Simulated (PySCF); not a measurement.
**Stationary points of HfN(OH)**

All numbers come from PBE0/[Hf def2-TZVP with ECP60, N def2-TZVP, O def2-TZVP, H def2-TZVP], scalar-relativistic core potentials, density fitting, no spin–orbit coupling, PySCF.

Relaxations began from a few typed shapes. The search is not exhaustive: other isomers or separated fragments can lie lower, and high-lying points may rest on an excited occupation.

**Question.** Which is the lowest minimum found?
A. singlet Cs: Hf–N 1.742 Å, Hf–O 1.983 Å, O–H 0.961 Å; H–O–Hf 120.1°, N–Hf–O 103.0°
B. singlet Cs: Hf–N 1.745 Å, Hf–O 1.963 Å, O–H 0.959 Å; H–O–Hf 120.3°, N–Hf–O 105.0°

**Answer.** B. The others lie at 32.6 (singlet Cs) kJ/mol above it.

For the lowest minimum: with an element this heavy the missing spin–orbit coupling can shift these numbers.
